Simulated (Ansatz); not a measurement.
Mulliken charges of CH4N2Te, SMILES `N=C(N)[TeH]` from r2SCAN/def2-TZVPP in Ansatz (PBE0-D4/def2-TZVP geometry).

```csv
atom,x (Å),y (Å),z (Å),charge (e)
N1,-0.847,1.116,0.093,-0.353
C2,-0.007,0.201,-0.112,0.158
N3,1.334,0.444,-0.187,-0.310
Te4,-0.432,-1.879,-0.535,-0.008
H5,-1.809,0.818,-0.006,0.171
H6,1.602,1.389,0.050,0.179
H7,1.960,-0.280,0.123,0.181
H8,-1.709,-1.867,0.518,-0.018
```

**Question.** By hand: the dipole of these point charges (1 e Å = 4.8032 D).

**Answer.** Σ q r = (0.251, -0.113, 0.033) e Å, of length 0.277 e Å = 1.33 D.

**Question.** How does the dipole of the full density compare? (Estimate.)

**Answer.** The calculation gave: (0.257, -0.161, 0.103) e Å, 1.54 D; the point charges give 0.86 times that, at 14° from its direction.

Point charges leave out the atoms' own dipoles, such as those of lone pairs, and Mulliken's split depends on the basis, so the close match here is no proof of good charges.
